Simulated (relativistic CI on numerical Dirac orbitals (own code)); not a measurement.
## Radial parameters of La19+

Computed by Dirac-Coulomb-Breit CI, orbitals from a KLI potential per configuration, model QED (radiative potential, 1s self-energy scaled to tabulated hydrogen-like ionisation energies), unscaled Slater integrals (own radial code, finite nucleus).

Slater integrals F^k, G^k are unscaled and averaged over j, outside the closed core [Ar] 3d10; ζ comes from projecting the Hamiltonian with its Breit term on Σ l·s of the shell.

- 4s2 4p6 4d2: F^2(4d,4d) = 152860, F^4(4d,4d) = 103780, ζ(4d) = 12615 cm⁻¹; <r>(4d) = 0.6631, <r^2>(4d) = 0.502 (bohr units).
- 4s2 4p5 4d3: ζ(4p) = 109420, F^2(4d,4d) = 152880, F^4(4d,4d) = 103790, F^2(4p,4d) = 156640, G^1(4p,4d) = 197400, G^3(4p,4d) = 125430, ζ(4d) = 12567 cm⁻¹; <r>(4p) = 0.6379, <r^2>(4p) = 0.4595, <r>(4d) = 0.6629, <r^2>(4d) = 0.5017 (bohr units).
- 4s2 4p6 4d 4f: ζ(4d) = 12630, F^2(4d,4f) = 150200, F^4(4d,4f) = 98632, G^1(4d,4f) = 167970, G^3(4d,4f) = 111930, G^5(4d,4f) = 81139, ζ(4f) = 1252.2 cm⁻¹; <r>(4d) = 0.6634, <r^2>(4d) = 0.5025, <r>(4f) = 0.6705, <r^2>(4f) = 0.514 (bohr units).

Give the Racah parameters of the d shell in 4s2 4p6 4d2.

B = F²/49 − 5F⁴/441 = 1943 cm⁻¹ and C = 35F⁴/441 = 8236 cm⁻¹.

Averages of the first 10 configurations, taken without configuration mixing, which lowers the lowest level and can move excited configurations by several eV; other configurations of the list can lie among them:

```csv
Configuration,Parity,States,Average energy above the lowest level (eV)
4s2 4p6 4d2,even,45,9.2
4s2 4p5 4d3,odd,720,116.2
4s2 4p6 4d 4f,odd,140,126.6
4s 4p6 4d3,even,240,195.7
4s2 4p5 4d2 4f,even,3780,232.0
4s2 4p6 4d 5s,even,20,169.9
4s 4p6 4d2 4f,odd,1260,311.7
4s2 4p6 4d 5p,odd,60,199.8
4s2 4p6 4f 5s,odd,28,287.9
4s2 4p6 4d 5d,even,100,244.2
```
